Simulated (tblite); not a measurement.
C7H6NSi (doublet state).
Atom-mapped SMILES: `[N:1]#[C:2][c:3]1[cH:4][cH:5][c:6]([SiH2:7])[cH:8][cH:9]1` (hydrogens: H10 on C4; H11 on C5; H12, H13 on Si7; H14 on C8; H15 on C9)
Bond orders are those of one Lewis drawing.

Computed with GFN2-xTB (tblite), gas phase: L-BFGS steps from a force-field or distance-geometry start until the largest atomic force falls under 0.01 eV/Å.

Step 30: E = -614.6432 eV
```
atom  x, y, z in Å  |  force x, y, z in eV/Å
N1     -4.1203    0.7288   -0.6696    0.140  -0.035   0.016
C2     -3.0137    0.4891   -0.4607   -0.200  -0.025   0.104
C3     -1.6605    0.2130   -0.2129    0.050   0.017  -0.092
C4     -1.0398    0.6316    0.9773   -0.056   0.011  -0.098
C5      0.3095    0.4599    1.1408   -0.098   0.058  -0.026
C6      1.0964   -0.1526    0.1431   -0.053  -0.077   0.106
Si7     2.8875   -0.3810    0.4117    0.054   0.032  -0.043
C8      0.4455   -0.6242   -1.0178    0.023   0.041   0.014
C9     -0.9006   -0.4372   -1.2004    0.086  -0.002   0.008
H10    -1.6396    1.0864    1.7527    0.008   0.050  -0.026
H11     0.7906    0.8030    2.0466   -0.045  -0.007   0.008
H12     3.5795   -1.3362   -0.4190    0.157  -0.039  -0.088
H13     3.6129    0.4211    1.3765   -0.019  -0.067   0.022
H14     1.0332   -1.1124   -1.7846   -0.055  -0.008   0.032
H15    -1.3850   -0.7814   -2.1055    0.009   0.050   0.062
```

Step 31: E = -614.6473 eV
```
atom  x, y, z in Å  |  force x, y, z in eV/Å
N1     -4.1236    0.7325   -0.6625    0.229  -0.088   0.058
C2     -3.0195    0.4803   -0.4498   -0.233   0.037   0.033
C3     -1.6624    0.2106   -0.2127    0.060   0.000  -0.079
C4     -1.0355    0.6403    0.9716   -0.068  -0.041  -0.117
C5      0.3142    0.4680    1.1288   -0.106   0.055  -0.005
C6      1.0984   -0.1521    0.1350   -0.081  -0.053   0.052
Si7     2.8874   -0.3769    0.4089    0.145   0.144   0.113
C8      0.4453   -0.6222   -1.0251   -0.029  -0.005   0.016
C9     -0.9037   -0.4427   -1.2012    0.075   0.028   0.025
H10    -1.6312    1.0939    1.7510    0.008   0.060  -0.044
H11     0.8023    0.8122    2.0289   -0.049   0.020   0.059
H12     3.5915   -1.3098   -0.4327    0.183  -0.071  -0.111
H13     3.5943    0.3866    1.4309   -0.101  -0.157  -0.117
H14     1.0291   -1.1181   -1.7902   -0.054   0.008   0.029
H15    -1.3910   -0.7947   -2.1027    0.020   0.064   0.089
```

Q: Estimate the geometry and energy of step 32. (The exact step hangs on the optimiser's Hessian estimate; all steps are aligned on step 31, rigid shifts and turns removed.)

A: E = -614.6523 eV, largest force 0.219 eV/Å
```
atom  x, y, z in Å  |  force x, y, z in eV/Å
N1     -4.1255    0.7335   -0.6612    0.177  -0.101   0.079
C2     -3.0250    0.4735   -0.4417   -0.124   0.059  -0.036
C3     -1.6638    0.2105   -0.2142    0.038  -0.008  -0.043
C4     -1.0360    0.6452    0.9674   -0.058  -0.051  -0.082
C5      0.3132    0.4717    1.1260   -0.069   0.028   0.003
C6      1.0985   -0.1544    0.1372   -0.056  -0.029   0.010
Si7     2.8897   -0.3758    0.4044    0.090   0.098   0.073
C8      0.4469   -0.6198   -1.0250   -0.045  -0.041   0.024
C9     -0.9021   -0.4428   -1.2006    0.028   0.047   0.022
H10    -1.6289    1.1001    1.7483   -0.002   0.061  -0.054
H11     0.8018    0.8127    2.0263   -0.050   0.041   0.080
H12     3.6011   -1.3032   -0.4383    0.163  -0.059  -0.101
H13     3.5848    0.3726    1.4396   -0.053  -0.112  -0.062
H14     1.0287   -1.1206   -1.7880   -0.044   0.017   0.020
H15    -1.3878   -0.7953   -2.1018    0.006   0.051   0.068
```

The energy changes by -0.0050 eV. The first-order estimate −F·Δx gives -0.0064 eV and the mean of the old and new forces, exact on a quadratic surface, -0.0050 eV. The step makes an angle of 69° with the force vector and moves no atom by more than 0.019 Å.

What follows is the cost of the whole relaxation. Time: 0.57 s of wall time. Hardware: an Arm Neoverse V1 with one thread, shared host.
